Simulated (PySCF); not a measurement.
A species of formula C7H14O3 has this rotational fingerprint, computed with PBE0/pcSseg-1 in PySCF (dipole) on a GFN2-xTB geometry, gas phase:

| Item | Value |
| --- | --- |
| Rotational constants | A = 3454, B = 506.6, C = 474.5 MHz |
| Dipole components | \|μa\| = 2.14 D, \|μb\| = 2.14 D, \|μc\| = 0.02 D |
| Inertial defect | -78.78 u·Å² |
| κ | -0.98 |

Question: Which candidate fits, each taken in the one conformer that was computed?
A. `[CH3:1][C@@H:2]([OH:3])[C:4](=[O:5])[O:6][C:7]([CH3:8])([CH3:9])[CH3:10]` with C1–C2–O3–H 102°, C1–C2–C4–O5 -108°, C2–C4–O6–C7 -178°
B. `[CH3:1][O:2][C:3](=[O:4])[O:5][CH2:6][C:7]([CH3:8])([CH3:9])[CH3:10]` with C1–O2–C3–O4 1°, O2–C3–O5–C6 178°, C3–O5–C6–C7 -106°
C. `[CH3:1][CH2:2][CH2:3][CH2:4][O:5][C:6](=[O:7])[C@H:8]([CH3:9])[OH:10]` with C1–C2–C3–C4 180°, C2–C3–C4–O5 177°, C3–C4–O5–C6 83°, C4–O5–C6–O7 0°, O5–C6–C8–C9 -73°
D. `[CH3:1][CH:2]([CH3:3])[CH2:4][O:5][C:6](=[O:7])[C@@H:8]([CH3:9])[OH:10]` with C1–C2–C4–O5 -174°, C2–C4–O5–C6 167°, C4–O5–C6–O7 0°, O5–C6–C8–C9 71°, C6–C8–O10–H -20°

Answer: C. It is CCCCOC(=O)[C@H](C)O, a near-prolate asymmetric top, point group C1. The candidates at the same level (rigid rotor, commonest isotopes):

```json
{"SMILES": "C[C@@H](O)C(=O)OC(C)(C)C", "A (MHz)": "2420", "B (MHz)": "801.1", "C (MHz)": "726.4", "μa (D)": "3.05", "μb (D)": "1.50", "μc (D)": "0.14", "Δ (u·Å²)": "-143.97", "point group": "C1", "rotor": "near-prolate asymmetric top"}
{"SMILES": "CCCCOC(=O)[C@H](C)O", "A (MHz)": "3454", "B (MHz)": "506.6", "C (MHz)": "474.5", "μa (D)": "2.14", "μb (D)": "2.14", "μc (D)": "0.02", "Δ (u·Å²)": "-78.78", "point group": "C1", "rotor": "near-prolate asymmetric top"}
{"SMILES": "CC(C)COC(=O)[C@@H](C)O", "A (MHz)": "2912", "B (MHz)": "583.2", "C (MHz)": "540.1", "μa (D)": "3.02", "μb (D)": "1.13", "μc (D)": "0.76", "Δ (u·Å²)": "-104.38", "point group": "C1", "rotor": "near-prolate asymmetric top"}
{"SMILES": "COC(=O)OCC(C)(C)C", "A (MHz)": "2954", "B (MHz)": "677.9", "C (MHz)": "652.1", "μa (D)": "0.12", "μb (D)": "0.34", "μc (D)": "0.26", "Δ (u·Å²)": "-141.55", "point group": "C1", "rotor": "near-prolate asymmetric top"}
```

`COC(=O)OCC(C)(C)C` has C 37 % too high; `CC(C)COC(=O)[C@@H](C)O` has A 16 % too low; `C[C@@H](O)C(=O)OC(C)(C)C` has B 58 % too high. No structure here is proved a minimum.
